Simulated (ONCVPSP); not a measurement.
# revPBE ONCV dataset for platinum, scalar-relativistic all-electron reference.

platinum, optimised norm-conserving Vanderbilt (ONCV), made with ONCVPSP 4.0.1 (revPBE, scalar-relativistic). Core [Kr] 4d10 4f14, reference 5s2 5p6 5d8 6s2. Waves: 5s+6s: rc 1.65 bohr, ncon 4, nbas 9, qcut 8.1 1/bohr, 2 projectors; 5p: rc 1.90 bohr, ncon 5, nbas 9, qcut 7.9 1/bohr, 2 projectors, debl 0.5 Ha; 5d: rc 2.30 bohr, ncon 4, nbas 9, qcut 5.4 1/bohr, 2 projectors, debl 1.6 Ha. Local part: polynomial inside 1.35 bohr (lpopt 5, dvloc0 0 Ha). Core correction: Teter function fitted to the true core (icmod 2), fcfact 0.2.

In the p channel the program set the typed energies aside and used -2.151, 0.250 Ha.

All-electron outer shells of the reference configuration (revPBE, scalar-relativistic, ld1.x):

```
shell  level (eV)  outermost node (bohr)  outermost maximum (bohr)
   5s     -104.48                   0.49                      0.87
   4f      -72.84                      –                      0.38
   5p      -58.53                   0.53                      0.98
   5d       -7.99                   0.57                      1.24
   6s       -6.42                   1.14                      2.32
```

Results:

| Item | Value |
| --- | --- |
| Cutoffs needed | 22 Ha and 26 Ha (the cutoffs (Ha) at which the residual kinetic energy of the hardest occupied pseudo-wave falls to 1 and 0.1 mHa per electron) |
| Ghost test | no bound ghost flagged; GHOST(+) flagged for s at 237.0 eV |
| Largest excitation error | +27 meV (all-electron minus pseudo) for 5s2 5p6 5d9 6s0, out of 4 test configurations |
| rms error of d²Exc/dni dnj | 6.47 mHa without and 0.77 mHa with the model core |

Generation and tests took about 5.2 s on one core of a shared server CPU.
